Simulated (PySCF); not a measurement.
How far are cheaper levels from CCSD(T)/CBS for BiO?

PySCF; the state is a doublet (π ↑). The composite is CCSD(T) extrapolated to the basis-set limit from two correlation-consistent sets, with core-valence (CV) and scalar-relativistic (SR) terms as its label shows; it has no spin–orbit coupling and nothing beyond (T). Here it is CCSD(T)/CBS(DT). It gives Re = 1.919 Å, ωe = 735 cm⁻¹ and De = 3.63 eV to Bi + O.

```
   level         basis     relativity  Re (Å)  ωe (cm⁻¹)  De (eV)
UHF-CCSD  x2c-TZVPPall  spin-free X2C   1.902        786     2.71
     PBE  x2c-TZVPPall  spin-free X2C   1.930        742     4.34
  PBEsol  x2c-TZVPPall  spin-free X2C   1.917        760     4.64
  revPBE  x2c-TZVPPall  spin-free X2C   1.936        734     3.99
   M06-L  x2c-TZVPPall  spin-free X2C   1.918        762     4.12
    MN15  x2c-TZVPPall  spin-free X2C   1.885        816     3.38
```

Problem. Give the difference of each row from the composite.

Solution. 

| level | basis | ΔRe (pm) | Δωe (%) | ΔDe (eV) |
| --- | --- | --- | --- | --- |
| UHF-CCSD | x2c-TZVPPall | -1.7 | +6.9 | -0.92 |
| PBE | x2c-TZVPPall | +1.1 | +1.0 | +0.71 |
| PBEsol | x2c-TZVPPall | -0.2 | +3.4 | +1.01 |
| revPBE | x2c-TZVPPall | +1.7 | -0.1 | +0.36 |
| M06-L | x2c-TZVPPall | -0.1 | +3.7 | +0.49 |
| MN15 | x2c-TZVPPall | -3.4 | +11.0 | -0.25 |

Problem. Which rows come closest in De?

Solution. MN15 in x2c-TZVPPall (-0.25 eV), counted from the composite.

Correlated steps freeze the inner cores (5 to 35 orbitals); shallow outer-core shells are correlated. Spin–orbit coupling is left out, which matters for elements this heavy, above all for dissociation energies. The CCSD T1 diagnostic is raised in BiO, a sign that a single reference may not be enough there. The state is the lowest determinant that a PBE0 search found; another state may lie lower at other levels.
